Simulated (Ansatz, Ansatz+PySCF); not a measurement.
```yaml
atoms:
  - { symbol: N, position_ang: [-0.0380, 0.0035, -0.0231] }
  - { symbol: C, position_ang: [0.2323, 0.5081, -1.0654] }
  - { symbol: O, position_ang: [0.5293, 0.8162, -2.1740] }
```

Basis set: def2-SVP (spherical functions). Frozen core: 3 orbitals. Charge 0, multiplicity 2.

Computed with Ansatz (development build ahead of 0.2.0); each method stands on the lowest determinant of its kind that the runs found.

Question: Give the atomization energy at this shape (free ground-state atoms in the same class of orbitals less the molecule, no zero-point energy) of doublet CNO by PBE0 (unrestricted), UHF-MP2, UHF.

Answer:

```tsv
method	atomization energy
PBE0 (unrestricted)	14.13 eV
UHF-MP2	13.02 eV
UHF	7.84 eV
```

Caution: the shape is not the minimum. Caution for UHF-MP2: MP2 forces lie far from those of the mean fields. Caution for UHF-MP2, UHF: the unrestricted determinant is spin contaminated.
